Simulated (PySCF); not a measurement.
An unknown shows these calculated signals:

¹H NMR (400 MHz, computed): δ 2.57 (m, 1H), 2.28 (m, 1H), 1.34 (d, 3H), 1.00 (m, 1H), 0.82 (m, 1H), 0.11 (m, 1H).

¹³C{¹H} NMR (computed): δ 20.9 (CH3), 5.8 (CH), 2.6 (CH2).

PySCF 2.14.0 with density-fitted response routines calculation with geometry: GFN2-xTB and shielding tensors at PBE0/pcSseg-1 (GIAO); one conformer, non-relativistic Hamiltonian, isolated molecule, fast rotation and ring inversion assumed for equivalent nuclei.

Shifts are taken against calculated references (same method and geometry level): TMS for ¹H (31.72 ppm), ¹³C (186.93 ppm).

**Question.** Which of these does the molecule contain: a (CH3)2CH unit, a benzene ring, a three-membered ring, a CF3 group, a Si–H bond?

**Answer.** 
- A (CH3)2CH unit: no.
- A benzene ring: no.
- A three-membered ring: yes.
- A CF3 group: no.
- A Si–H bond: yes (δH 2.57 (m), 2.28 (m)).

The data belong to `[C@H]1(C)C[SiH2]1`, C$_{3}$H$_{8}$Si; they needn't prove each group on their own.

Carbon signals by region: 3 below 50 ppm.

Shifts are as computed. Against solution values, carbons near 30 ppm lie about +3 ppm off and those near 130 ppm about +5 ppm (rms about the fit 2.1 ppm; single classes can miss by 10 ppm). Of 1328 compounds with measured shifts, 309 miss one by over three times the rms of a fit or turn the order of signals round; such compounds aren't used in these exercises. Signals without a measured value on file couldn't be tested in this way; 1H shifts scatter by 0.2 ppm about their fit, and single ones miss by 0.5 ppm. Multiplicities follow the n + 1 count of equivalent neighbours, as no J values were calculated; m marks all less simple cases, F and P coupling included.
